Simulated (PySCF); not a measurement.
# How exact exchange moves a shielding

Molecule: `InChI=1S/CH9NSi3/c2-1-5(3)4/h1-2,5H,3-4H3/b2-1-`.

Geometry:
| atom | x (Å) | y (Å) | z (Å) |
| --- | --- | --- | --- |
| N1 | -2.189 | -1.659 | -0.710 |
| C2 | -1.462 | -0.868 | -0.030 |
| Si3 | 0.092 | 0.068 | -0.622 |
| Si4 | -0.244 | 2.379 | -0.385 |
| Si5 | 1.932 | -0.582 | 0.684 |
| H6 | -1.834 | -1.747 | -1.671 |
| H7 | -1.765 | -0.706 | 1.024 |
| H8 | 0.314 | -0.291 | -2.061 |
| H9 | -1.400 | 2.839 | -1.213 |
| H10 | 0.985 | 3.123 | -0.800 |
| H11 | -0.525 | 2.678 | 1.053 |
| H12 | 3.160 | 0.153 | 0.251 |
| H13 | 2.172 | -2.053 | 0.565 |
| H14 | 1.649 | -0.249 | 2.114 |

GIAO shieldings (ppm, equivalent atoms averaged) in PySCF on the PBE0-D3(BJ)/def2-SVP geometry, basis pcSseg-1, gas phase, non-relativistic:

| functional | exact exchange (%) | σ(Si4/Si5) |
| --- | --- | --- |
| BLYP | 0 | 433.3 |
| BP86 | 0 | 443.4 |
| PBE | 0 | 446.1 |
| B3LYP | 20 | 444.1 |
| PBE0 | 25 | 458.5 |
| BHandHLYP | 50 | 459.8 |
| HF | 100 | 487.4 |

(1) Fit each shielding as a line in the percentage of exact exchange.

(2) What does the line predict for mPW1PW91 (25 %), and what does the run give?

Answers

(1) σ(Si4/Si5) = 440.5 + 0.46 x (rms 5.1 ppm). The functionals also differ in their semilocal parts, which the line can't hold; Hartree–Fock has no correlation at all.

(2) σ(Si4/Si5): 452.0 predicted, 455.1 computed ppm.
